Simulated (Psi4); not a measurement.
CH₄BF₂N (SMILES CNB(F)F), singlet, at a GFN2-xTB geometry, atoms displaced at random by about 0.03 Å a coordinate; TPSS/STO-3G, gradient in Psi4.

Here is a job for Psi4.
```
memory 2 GB

molecule mol {
0 1
B     0.205466    0.368028    0.358077
F     1.293585    0.850042    0.980645
F    -0.795405    1.243417    0.158459
N     0.232786   -0.878411   -0.286368
C    -0.773318   -1.464907   -0.987692
H     1.044935   -1.414163   -0.106346
H    -1.186932   -2.396777   -0.534118
H    -0.410398   -1.740761   -2.045296
H    -1.671415   -0.820135   -1.145820
symmetry c1
no_reorient
no_com
}

set {
  basis sto-3g
  reference rks
}

gradient('tpss')
print_variables()
```

The log (banner, timings and long lists left out):

```
gradient() will perform analytic gradient computation.

   => Loading Basis Set <=

    Name: STO-3G
    Role: ORBITAL
    Keyword: BASIS

         ---------------------------------------------------------
                                   SCF
               by Justin Turney, Rob Parrish, Andy Simmonett
                          and Daniel G. A. Smith
                              RKS Reference
         ---------------------------------------------------------

  ==> Geometry <==

    Molecular point group: c1
    Full point group: C1

    Geometry (in Angstrom), charge = 0, multiplicity = 1:

       Center              X                  Y                   Z               Mass
    ------------   -----------------  -----------------  -----------------  -----------------
         B            0.205466000000     0.368028000000     0.358077000000    11.009305360000
         F            1.293585000000     0.850042000000     0.980645000000    18.998403162730
         F           -0.795405000000     1.243417000000     0.158459000000    18.998403162730
         N            0.232786000000    -0.878411000000    -0.286368000000    14.003074004430
         C           -0.773318000000    -1.464907000000    -0.987692000000    12.000000000000
         H            1.044935000000    -1.414163000000    -0.106346000000     1.007825032230
         H           -1.186932000000    -2.396777000000    -0.534118000000     1.007825032230
         H           -0.410398000000    -1.740761000000    -2.045296000000     1.007825032230
         H           -1.671415000000    -0.820135000000    -1.145820000000     1.007825032230

  Running in c1 symmetry.

  Rotational constants: A =      0.30868  B =      0.12359  C =      0.08991 [cm^-1]
  Rotational constants: A =   9254.05808  B =   3705.26589  C =   2695.36204 [MHz]
  Nuclear repulsion =  171.178105813766933

  Charge       = 0
  Multiplicity = 1
  Electrons    = 40
  Nalpha       = 20
  Nbeta        = 20

  ==> Algorithm <==

  SCF Algorithm Type is DF.
  DIIS enabled.
  MOM disabled.
  Fractional occupation disabled.
  Guess Type is SAD.
  Energy threshold   = 1.00e-08
  Density threshold  = 1.00e-08
  Integral threshold = 1.00e-12

  ==> Primary Basis <==

  Basis Set: STO-3G
    Blend: STO-3G
    Number of shells: 19
    Number of basis functions: 29
    Number of Cartesian functions: 29
    Spherical Harmonics?: true
    Max angular momentum: 1

  ==> DFT Potential <==

   => LibXC <=

    Version 7.1.2
    S. Lehtola, C. Steigemann, M. J. T. Oliveira, and M. A. L. Marques,  SoftwareX 7, 1–5 (2018) (10.1016/j.softx.2017.11.002)

   => Composite Functional: TPSS <=

    TPSS Meta-GGA XC Functional

    J. Tao, et al., Phys. Rev. Lett., 91, 146401, 2003

    Deriv               =              1
    GGA                 =           TRUE
    Meta                =           TRUE

    Exchange Hybrid     =          FALSE
    MP2 Hybrid          =          FALSE

   => Exchange Functionals <=

    1.0000   XC_MGGA_X_TPSS

   => Correlation Functionals <=

    1.0000   XC_MGGA_C_TPSS

   => LibXC Density Thresholds  <==

    XC_MGGA_C_TPSS:  1.00E-15
    XC_MGGA_X_TPSS:  1.00E-15

   => Molecular Quadrature <=

    Radial Scheme          =       TREUTLER
    Pruning Scheme         =           NONE
    Nuclear Scheme         =       TREUTLER

    Blocking Scheme        =         OCTREE
    BS radius alpha        =              1
    Pruning alpha          =              1
    Radial Points          =             75
    Spherical Points       =            302
    Total Points           =         191728
    Total Blocks           =           1466
    Max Points             =            256
    Max Functions          =             28
    Weights Tolerance      =       1.00E-15

   => Loading Basis Set <=

    Name: (STO-3G AUX)
    Role: JKFIT
    Keyword: DF_BASIS_SCF

  ==> Integral Setup <==

  SCF_SUBTYPE=INCORE selected. In-core MEM_DF algorithm will be used.
  Using in-core AOs.

  ==> MemDFJK: Density-Fitted J/K Matrices <==

    J tasked:                   Yes
    K tasked:                    No
    wK tasked:                   No
    Algorithm:                 Core
    Schwarz Cutoff:           1E-12
    Mask sparsity (%):       1.4269
    Fitting Condition:        1E-10

   => Auxiliary Basis Set <=

  Basis Set: (STO-3G AUX)
    Blend: DEF2-UNIVERSAL-JKFIT
    Number of shells: 149
    Number of basis functions: 453
    Number of Cartesian functions: 537
    Spherical Harmonics?: true
    Max angular momentum: 4

  Minimum eigenvalue in the overlap matrix is 2.1414510061E-01.
  Reciprocal condition number of the overlap matrix is 8.8920077742E-02.
    Using symmetric orthogonalization.

  ==> Pre-Iterations <==

  SCF Guess: Superposition of Atomic Densities via on-the-fly atomic UHF (no occupation information).

   -------------------------
    Irrep   Nso     Nmo
   -------------------------
     A         29      29
   -------------------------
    Total      29      29
   -------------------------

  ==> Iterations <==

                           Total Energy        Delta E     RMS |[F,P]|

   @DF-RKS iter SAD:  -313.96463640558767   -3.13965e+02   0.00000e+00
   @DF-RKS iter   1:  -315.56910871872657   -1.60447e+00   7.41483e-03 ADIIS/DIIS
   @DF-RKS iter   2:  -315.55735657802194    1.17521e-02   9.03115e-03 ADIIS/DIIS
   @DF-RKS iter   3:  -315.59923818224723   -4.18816e-02   6.73163e-04 ADIIS/DIIS
   @DF-RKS iter   4:  -315.59941934884824   -1.81167e-04   4.01776e-04 ADIIS/DIIS
   @DF-RKS iter   5:  -315.59950296860524   -8.36198e-05   8.15350e-05 DIIS
   @DF-RKS iter   6:  -315.59950642609590   -3.45749e-06   8.31017e-06 DIIS
   @DF-RKS iter   7:  -315.59950646922988   -4.31340e-08   1.07196e-06 DIIS
   @DF-RKS iter   8:  -315.59950646952188   -2.92005e-10   8.48080e-07 DIIS
   @DF-RKS iter   9:  -315.59950646994616   -4.24279e-10   7.05045e-08 DIIS
   @DF-RKS iter  10:  -315.59950646994969   -3.52429e-12   5.11672e-09 DIIS
[...]
  @DF-RKS Final Energy:  -315.59950646994969
[...]

   => Energetics <=

    Nuclear Repulsion Energy =            171.1781058137669334
    One-Electron Energy =                -777.2926345882498254
    Two-Electron Energy =                 329.7155188358717623
    DFT Exchange-Correlation Energy =     -39.2004965313385867
    Empirical Dispersion Energy =           0.0000000000000000
    VV10 Nonlocal Energy =                  0.0000000000000000
    Total Energy =                       -315.5995064699496879

Computation Completed

Properties will be evaluated at   0.000000,   0.000000,   0.000000 [a0]

Properties computed using the SCF density matrix

 Multipole Moments:

 ------------------------------------------------------------------------------------
     Multipole            Electronic (a.u.)      Nuclear  (a.u.)        Total (a.u.)
 ------------------------------------------------------------------------------------

 L = 1.  Multiply by 2.5417464519 to convert [e a0] to [Debye]
 Dipole X            :         -0.4777809            0.5229515            0.0451705
 Dipole Y            :          0.6771126           -1.1884185           -0.5113059
 Dipole Z            :         -0.6011071            0.5291479           -0.0719593
 Magnitude           :                                                    0.5183168

 ------------------------------------------------------------------------------------

         ------------------------------------------------------------
                                   SCF GRAD
                          Rob Parrish, Justin Turney,
                       Andy Simmonett, and Alex Sokolov
         ------------------------------------------------------------

  ==> Geometry <==

    Molecular point group: c1
    Full point group: C1

    Geometry (in Angstrom), charge = 0, multiplicity = 1:

       Center              X                  Y                   Z               Mass
    ------------   -----------------  -----------------  -----------------  -----------------
         B            0.205466000000     0.368028000000     0.358077000000    11.009305360000
         F            1.293585000000     0.850042000000     0.980645000000    18.998403162730
         F           -0.795405000000     1.243417000000     0.158459000000    18.998403162730
         N            0.232786000000    -0.878411000000    -0.286368000000    14.003074004430
         C           -0.773318000000    -1.464907000000    -0.987692000000    12.000000000000
         H            1.044935000000    -1.414163000000    -0.106346000000     1.007825032230
         H           -1.186932000000    -2.396777000000    -0.534118000000     1.007825032230
         H           -0.410398000000    -1.740761000000    -2.045296000000     1.007825032230
         H           -1.671415000000    -0.820135000000    -1.145820000000     1.007825032230

  Nuclear repulsion =  171.178105813766933

  ==> Basis Set <==

  Basis Set: STO-3G
    Blend: STO-3G
    Number of shells: 19
    Number of basis functions: 29
    Number of Cartesian functions: 29
    Spherical Harmonics?: true
    Max angular momentum: 1

  ==> DFJKGrad: Density-Fitted SCF Gradients <==

    Gradient:                    1
    J tasked:                  Yes
    K tasked:                   No
    wK tasked:                  No
    Integrals threads:           1
    Schwarz Cutoff:          1E-12
    Fitting Condition:       1E-10

   => Auxiliary Basis Set <=

  Basis Set: (STO-3G AUX)
    Blend: DEF2-UNIVERSAL-JKFIT
    Number of shells: 149
    Number of basis functions: 453
    Number of Cartesian functions: 537
    Spherical Harmonics?: true
    Max angular momentum: 4

  ==> DFT Potential <==

   => LibXC <=

    Version 7.1.2
    S. Lehtola, C. Steigemann, M. J. T. Oliveira, and M. A. L. Marques,  SoftwareX 7, 1–5 (2018) (10.1016/j.softx.2017.11.002)

   => Composite Functional: TPSS <=

    TPSS Meta-GGA XC Functional

    J. Tao, et al., Phys. Rev. Lett., 91, 146401, 2003

    Deriv               =              1
    GGA                 =           TRUE
    Meta                =           TRUE

    Exchange Hybrid     =          FALSE
    MP2 Hybrid          =          FALSE

   => Exchange Functionals <=

    1.0000   XC_MGGA_X_TPSS

   => Correlation Functionals <=

    1.0000   XC_MGGA_C_TPSS

   => LibXC Density Thresholds  <==

    XC_MGGA_C_TPSS:  1.00E-15
    XC_MGGA_X_TPSS:  1.00E-15

   => Molecular Quadrature <=

    Radial Scheme          =       TREUTLER
    Pruning Scheme         =           NONE
    Nuclear Scheme         =       TREUTLER

    Blocking Scheme        =         OCTREE
    BS radius alpha        =              1
    Pruning alpha          =              1
    Radial Points          =             75
    Spherical Points       =            302
    Total Points           =         191728
    Total Blocks           =           1466
    Max Points             =            256
    Max Functions          =             28
    Weights Tolerance      =       1.00E-15

  -Total Gradient:
     Atom            X                  Y                   Z
    ------   -----------------  -----------------  -----------------
       1       -0.002363969460    -0.046074671799     0.002611010210
       2       -0.004641705327     0.006552705586    -0.008565574401
       3        0.008915608323     0.004313260053    -0.002965169674
       4       -0.032341140401    -0.065376359592    -0.054127009273
       5        0.078302671514     0.062196748192     0.092217743450
       6       -0.046318114160     0.040756282916    -0.004626993394
       7       -0.003008679172     0.004100805208    -0.000851058105
       8        0.012056473542    -0.000085522607    -0.018634862852
       9       -0.010422328718    -0.006142317808    -0.005510668347

  Variable Map:
  ----------------------------------------------------------------------------
[...]
  Array Variable Map:
  ----------------------------------------------------------------------------
[...]
[...]
```
